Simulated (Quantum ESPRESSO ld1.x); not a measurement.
The lutetium ion Lu+, configuration [Xe] 4f14 6s2. All-electron calculation, scalar-relativistic Kohn-Sham, LDA (Slater exchange, VWN5 correlation), spin-polarised, spherical densities, point nucleus. Program: ld1.x of Quantum ESPRESSO 7.5.

Normalised radial functions P(r) = r R(r), r in bohr:

r              5d       6p       5f
0.002844   0.0001   0.0024   0.0000
0.003391   0.0001   0.0033   0.0000
0.004043   0.0001   0.0044   0.0000
0.004821   0.0002   0.0058   0.0000
0.005703   0.0004   0.0076   0.0000
0.006801   0.0006   0.0101   0.0000
0.00811    0.0009   0.0133   0.0000
0.00967    0.0015   0.0173   0.0000
0.01144    0.0023   0.0221   0.0000
0.01364    0.0036   0.0281   0.0000
0.01627    0.0057   0.0353   0.0000
0.0194     0.0088   0.0435   0.0000
0.02313    0.0135   0.0522   0.0000
0.02736    0.0200   0.0602   0.0001
0.03262    0.0297   0.0673   0.0001
0.0389     0.0431   0.0710   0.0002
0.04639    0.0610   0.0693   0.0003
0.05488    0.0824   0.0603   0.0005
0.06544    0.1089   0.0415   0.0009
0.07803    0.1374   0.0125   0.0015
0.09304    0.1634  -0.0240   0.0024
0.1109     0.1802  -0.0620   0.0038
0.1312     0.1794  -0.0906   0.0056
0.1565     0.1525  -0.1011   0.0082
0.1866     0.0934  -0.0823   0.0114
0.2225     0.0038  -0.0322   0.0151
0.2632    -0.0985   0.0355   0.0187
0.3139    -0.2002   0.1057   0.0221
0.3743    -0.2669   0.1469   0.0245
0.4463    -0.2725   0.1363   0.0254
0.5322    -0.2048   0.0688   0.0244
0.6296    -0.0783  -0.0334   0.0217
0.7508     0.0974  -0.1482   0.0174
0.8952     0.2867  -0.2338   0.0118
1.068      0.4588  -0.2601   0.0050
1.263      0.5848  -0.2166  -0.0027
1.506      0.6632  -0.1034  -0.0124
1.796      0.6833   0.0588  -0.0244
2.141      0.6503   0.2389  -0.0401
2.553      0.5760   0.4023  -0.0609
3.02       0.4794   0.5134  -0.0870
3.601      0.3652   0.5600  -0.1213
4.294      0.2522   0.5276  -0.1617
5.121      0.1546   0.4300  -0.2045
6.058      0.0848   0.3065  -0.2423
7.223      0.0383   0.1825  -0.2728
8.613      0.0142   0.0905  -0.2893
10.27      0.0042   0.0365  -0.2890
12.25      0.0010   0.0117  -0.2705
14.49      0.0002   0.0031  -0.2361
17.28      0.0000   0.0006  -0.1863
20.6       0.0000   0.0001  -0.1297
24.56      0.0000   0.0000  -0.0769
29.06      0.0000   0.0000  -0.0388
34.65      0.0000   0.0000  -0.0150
41.32      0.0000   0.0000  -0.0043

5d (empty): eigenvalue -9.471 eV, 2 radial nodes at r = 0.224, 0.684 bohr, <r> = 2.35 bohr, 90 % of the charge inside 3.75 bohr. 6p (empty): eigenvalue -6.677 eV, 4 radial nodes at r = 0.0831, 0.242, 0.598, 1.69 bohr, <r> = 4.17 bohr, 90 % of the charge inside 6.08 bohr. 5f (empty): eigenvalue -1.047 eV, 1 radial node at r = 1.19 bohr, <r> = 11.9 bohr, 90 % of the charge inside 18.8 bohr.
